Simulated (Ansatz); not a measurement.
Calculated with Ansatz (gas phase, PBE0-D4/def2-TZVP geometries, no zero-point term in ΔE). CCSD(T)/CBS is the MP2 limit (def2-TZVPP, def2-QZVPP) plus CCSD(T) − MP2 in def2-TZVPP, frozen cores. This one scheme is used for every species. DFT in def2-TZVPP. For Ga, Ge outer-core shells are correlated without core-valence functions, which leaves a few kJ/mol of doubt a bond. Scalar relativity is left out up to krypton.

`[GaH2][GeH3]` + CH₃OH → `C[O][GaH2]` + GeH₄  (cleavage of the Ga–Ge bond)

| level | ΔE (eV) |
| --- | --- |
| LDA (SPW92) | -0.34 |
| PBE-D4 | -0.28 |
| CCSD/def2-TZVPP | -0.36 |
| CCSD/CBS(def2) | -0.32 |

(1) What does CCSD(T)/CBS give? (Estimate.)

Largest T1 diagnostic among the species: 0.015.

Answers

(1) Ansatz gave: -0.34 eV. The listed levels differ from it by 0.00, 0.06, -0.02, 0.02 eV.

Leaving LDA and LC-ωPBE aside and taking each functional with its dispersion term where it has one, the values, not all of them listed here, spread over 0.22 eV, from B97M-V to HSE06-D4. LDA lies −0.07 eV from PBE without D4. From PBE to PBE0 (25 % exact exchange), in def2-TZVPP and without D4, ΔE moves by +0.04 eV. At CCSD(T), def2-SVP lies −0.19 eV from the extrapolated value and def2-TZVPP −0.04 eV.
